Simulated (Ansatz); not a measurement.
Mulliken charges of `[NH2][Ta]([NH2])([F])=[S]` from r2SCAN/def2-TZVPP in Ansatz (PBE0-D4/def2-TZVP geometry).

```
atom   x (Å)   y (Å)   z (Å)  charge (e)
  N1  -1.132   1.197  -0.316      -0.472
 Ta2   0.444   0.035  -0.478       0.885
  N3   0.467  -1.337   0.928      -0.472
  F4   0.372  -0.832  -2.150      -0.330
  S5   2.205   1.268  -0.229      -0.317
  H6  -1.101   2.195  -0.173       0.192
  H7  -2.089   0.871  -0.313       0.162
  H8  -0.279  -1.996   1.102       0.162
  H9   1.200  -1.448   1.613       0.192
```

Q: By hand: the dipole of these point charges (1 e Å = 4.8032 D).

A: Σ q r = (-0.480, -0.069, 0.474) e Å, of length 0.678 e Å = 3.26 D.

Q: How does the dipole of the full density compare? (Best estimate.)

A: Computed: (-0.792, -0.280, 0.445) e Å, 4.57 D; the point charges give 0.71 times that, at 19° from its direction.

Point charges leave out the atoms' own dipoles, such as those of lone pairs, and Mulliken's split depends on the basis, so the two needn't agree.
